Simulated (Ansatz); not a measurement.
Reaction (formal exchange of groups at the Si–N bond): `B[SiH2]N[SiH3]` + `[InH3]` → `B[SiH2][InH2]` + `N[SiH3]`

Isolated molecules relaxed with PBE0-D4/def2-TZVP in Ansatz; ΔE leaves out vibrations. CCSD(T)/CBS is the MP2 limit (def2-TZVPP, def2-QZVPP) plus CCSD(T) − MP2 in def2-TZVPP, frozen cores. This one scheme is used for every species. Functionals use def2-TZVPP. B3LYP here is the variant with VWN-RPA as its local correlation; programs differ in this. HSE06 is defined as in plane-wave codes. def2 core potentials past Kr. For In outer-core shells are correlated without core-valence functions, which leaves a few kJ/mol of doubt a bond. Each species was taken in one conformer, which may not be the lowest.

`B[SiH2]N[SiH3]`:

Z-matrix (Å, degrees):
```
Si
N 1 1.733
B 1 2.003 2 113.1
H 1 1.490 2 107.6 3 124.8
H 1 1.502 2 113.1 3 -118.8
Si 2 1.725 1 128.4 3 -160.0
H 2 1.010 1 115.0 3 29.2
H 3 1.196 1 119.8 2 167.5
H 3 1.198 1 123.0 2 -15.5
H 6 1.491 2 113.5 1 -97.9
H 6 1.485 2 107.3 1 21.7
H 6 1.488 2 110.2 1 141.7
```

`[InH3]`:

Z-matrix (Å, degrees):
```
In
H 1 1.724
H 1 1.724 2 120.0
H 1 1.724 2 120.0 3 -180.0
```

`B[SiH2][InH2]`:

Z-matrix (Å, degrees):
```
B
In 1 2.530
Si 1 1.886 2 75.0
H 1 1.199 2 97.2 3 -119.2
H 1 1.199 2 97.5 3 119.2
H 2 1.720 1 95.5 3 -179.3
H 2 1.728 1 146.6 3 1.4
H 3 1.487 1 124.7 2 86.1
H 3 1.487 1 124.7 2 -85.9
```

`N[SiH3]`:

```xyz
7

N    -0.453    0.370    0.892
Si    0.232   -0.141   -0.601
H     0.143    0.755    1.607
H    -1.204   -0.160    1.303
H     1.103    0.953   -1.102
H     1.062   -1.382   -0.548
H    -0.882   -0.396   -1.550
```

(1) Is it downhill or uphill in electronic energy at CCSD(T)/CBS, and by how much? (Estimate.)

(2) What do these levels give: r2SCAN-D4, B97M-V, PBE0-D4, PBE-QIDH, B3LYP, r2SCAN0, HSE06, CAM-B3LYP, CCSD(T)/def2-SVP, CCSD/def2-TZVPP, MP2/def2-QZVPP, SCS-MP2/def2-QZVPP? (An estimate is asked.)

Largest T1 diagnostic among the species: 0.015.

## Answers

(1) The calculation gave: Downhill: ΔE = -2.7 kcal/mol.

(2) The calculation gave: r2SCAN-D4 -4.9, B97M-V -1.2, PBE0-D4 -5.3, PBE-QIDH -2.9, B3LYP -0.8, r2SCAN0 -3.1, HSE06 -5.8, CAM-B3LYP 2.4, CCSD(T)/def2-SVP -0.8, CCSD/def2-TZVPP 1.2, MP2/def2-QZVPP -4.1, SCS-MP2/def2-QZVPP 0.2 kcal/mol.

Leaving LDA and LC-ωPBE aside and taking each functional with its dispersion term where it has one, the values, not all of them listed here, spread over 13.3 kcal/mol, from PBE-D4 to BHLYP-D4. LDA lies −2.7 kcal/mol from PBE without D4. From PBE to PBE0 (25 % exact exchange), in def2-TZVPP and without D4, ΔE moves by +3.8 kcal/mol. At CCSD(T), def2-SVP lies +1.9 kcal/mol from the extrapolated value and def2-TZVPP +1.2 kcal/mol.
